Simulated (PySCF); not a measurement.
Gas-phase reaction: GeCl₂ + 2 H = GeH₂Cl₂

Computed with PySCF and rigid-rotor harmonic-oscillator thermochemistry at 1 bar. † marks an energy on the PBE0/def2-TZVP geometry and frequencies; other levels use their own. CCSD(T) freezes the core. 6-31G* has spherical d functions here. Open shells (unrestricted): H (multiplicity 2); the rest are closed-shell singlets. Ge: all electrons, no relativistic terms. CCSD(T) isn't extrapolated to the basis-set limit.

HF/def2-TZVP† gives ΔH°(298 K) = -398 kJ.

Question: What do ωB97X-V/def2-TZVP†, CCSD(T)/def2-TZVPP†, HF/6-31G* give?

Answer: ωB97X-V/def2-TZVP†: -494 kJ; CCSD(T)/def2-TZVPP†: -499 kJ; HF/6-31G*: -390 kJ. For scale, ΔH°(298 K) is -398 kJ at this level, -479 kJ at ωB97M-V/def2-TZVP†, and runs from -517 to -390 kJ over the 20 levels computed.
